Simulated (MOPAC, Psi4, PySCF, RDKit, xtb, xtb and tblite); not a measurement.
Two geometries of C2H6O2Si, SMILES C(=O)(O)[SiH2]C, relaxed at GFN2-xTB with one dihedral held; other torsions can differ between them too.

Structure A

```
11

C     -1.6226    -0.1906     0.2470
Si    -0.1963     0.6662    -0.6597
C      1.3861     0.0860     0.2683
O      1.8177     0.6432     1.2385
O      1.8224    -1.1805    -0.0342
H     -1.6580     0.1172     1.2893
H     -2.5798     0.0535    -0.2058
H     -1.5117    -1.2723     0.2284
H     -0.0887     0.1807    -2.0450
H     -0.2663     2.1219    -0.5882
H      2.0343    -1.2672    -0.9688
```

Structure B

```
11

C     -1.6015    -0.3199     0.1728
Si    -0.1997     0.7396    -0.5356
C      1.4604     0.2029     0.2637
O      2.3863     0.9292     0.5233
O      1.5932    -1.1376     0.2769
H     -1.7647    -0.1134     1.2276
H     -2.5341    -0.1260    -0.3484
H     -1.3796    -1.3795     0.0763
H     -0.0006     0.4665    -1.9652
H     -0.3771     2.1711    -0.2948
H      2.5265    -1.4012     0.2230
```

Q: Which is lower in energy at the level DF-MP2 (frozen core)/cc-pVTZ // GFN2-xTB (Psi4), and by how much?

A: B is lower, by 6.91 kcal/mol (dihedral Si2–C3–O5–H11: 60° in A, 150° in B).

E(B) − E(A) in kcal/mol at the other levels, on the same two geometries: GFN2-xTB (xtb and tblite) -9.60; MMFF94 // GFN2-xTB (RDKit) -9.84; PBE0/def2-TZVP // GFN2-xTB (Psi4) -7.01; PBE0-D3(BJ)/def2-TZVP // GFN2-xTB (Psi4) -6.91; PBE/def2-TZVP // GFN2-xTB (Psi4) -6.53; PBE-D3(BJ)/def2-TZVP // GFN2-xTB (Psi4) -6.43; r2SCAN/def2-TZVP // GFN2-xTB (Psi4) -6.79; HF/cc-pVTZ // GFN2-xTB (Psi4) -7.85; UFF // GFN2-xTB (RDKit) -1.73; PM3, restricted, heats of formation // GFN2-xTB (MOPAC) -6.86; AM1, restricted, heats of formation // GFN2-xTB (MOPAC) -12.81; GFN1-xTB // GFN2-xTB (xtb) -9.74; restricted B3LYP/6-31G*, spherical d // GFN2-xTB (PySCF) -7.82; restricted B3LYP/3-21G // GFN2-xTB (PySCF) -8.98; restricted Hartree-Fock/6-31G*, spherical d // GFN2-xTB (PySCF) -8.99; restricted B3LYP/LANL2DZ, with its core potentials past Ne // GFN2-xTB (PySCF) -8.47.
